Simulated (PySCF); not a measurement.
# Broadened absorption spectrum of C8H8Si

C8H8Si.
Geometry (GFN2-xTB, Å), atoms numbered from 1 in this order:
```xyz
17
C8H8Si angstrom
C      3.8635    0.3594    0.4929
C      2.9284   -0.3051    0.1335
Si     1.4806   -1.3220   -0.4095
C     -0.0897   -0.3927    0.0821
C     -0.1005    0.9936    0.2066
C     -1.2594    1.6729    0.5363
C     -2.4359    0.9740    0.7480
C     -2.4434   -0.4059    0.6331
C     -1.2804   -1.0780    0.3040
H      4.6832    0.9388    0.8099
H      1.5434   -1.4826   -1.8697
H      1.5314   -2.6224    0.2707
H      0.8159    1.5447    0.0464
H     -1.2461    2.7497    0.6306
H     -3.3439    1.5009    1.0037
H     -3.3578   -0.9570    0.8025
H     -1.2964   -2.1560    0.2185
```

Level of theory: PySCF 2.14.0, density-fitted response routines, TDDFT PBE0/def2-SVPD, vertical, gas phase, core orbitals frozen in the response.

Broadening: Gaussians 0.3 eV wide at half height, area fixed by f = 4.319×10⁻⁹ ∫ε dν̃. The width is an assumption, not a result. The curve ends short of the highest state used, and states not computed would add to its high-energy end.

E (eV), ε (L mol⁻¹ cm⁻¹) and a bar:
```
     4.96          1 
     4.98          1 
     5.01          2 
     5.03          3 
     5.05          5 
     5.08          9 
     5.10         13 
     5.13         23 
     5.15         31 
     5.17         42 
     5.20         64 
     5.22         81 
     5.25        112 
     5.27        134 #
     5.30        168 #
     5.32        189 #
     5.34        208 #
     5.37        229 #
     5.39        236 #
     5.42        237 #
     5.44        231 #
     5.46        220 #
     5.49        196 #
     5.51        178 #
     5.54        153 #
     5.56        142 #
     5.59        142 #
     5.61        158 #
     5.63        195 #
     5.66        304 #
     5.68        424 ##
     5.71        699 ###
     5.73        961 ####
     5.75       1295 #####
     5.78       1945 ########
     5.80       2476 ##########
     5.83       3398 ##############
     5.85       4070 #################
     5.88       5095 #####################
     5.90       5740 ########################
     5.92       6310 ##########################
     5.95       6945 #############################
     5.97       7182 ##############################
     6.00       7216 ##############################
```

(1) Locate the maxima and give the states behind the curve.

(2) Coming from long wavelengths, where does ε first pass 100 L mol⁻¹ cm⁻¹?

(3) On this curve, what absorbance would a 10⁻⁵ mol/L sample give at 222 nm over a 1 cm path?

Results:

(1) 229 nm (5.41 eV), ε about 240, made up of S1 (100%); 207 nm (5.99 eV), ε about 7200, made up of S2 (100%) (ε in L mol⁻¹ cm⁻¹; maxima over ε = 5, shares over 10%). The states used: S1 5.41 eV (f 0.0027); S2 5.99 eV (f 0.080); S3 6.15 eV (f 0.0003); S4 6.33 eV (f 0.0021); S5 6.35 eV (f 0.0067); S6 6.46 eV (f 0.0055); S7 6.54 eV (f 0.0044); S8 6.60 eV (f 0.043).

(2) At about 237 nm (5.24 eV), 0.17 eV below S1.

(3) 222 nm is 5.585 eV, where ε is about 140 L mol⁻¹ cm⁻¹, so A = ε c l ≈ 0.0014 (Beer–Lambert, with the gas-phase spectrum and the assumed width).

The run took 2.6 min wall (with the writing of density and orbital grids) on an Intel Xeon at 2.50 GHz with one thread (shared host), and the process peaked at 1.1 GiB of memory.

One conformer stands for the species.
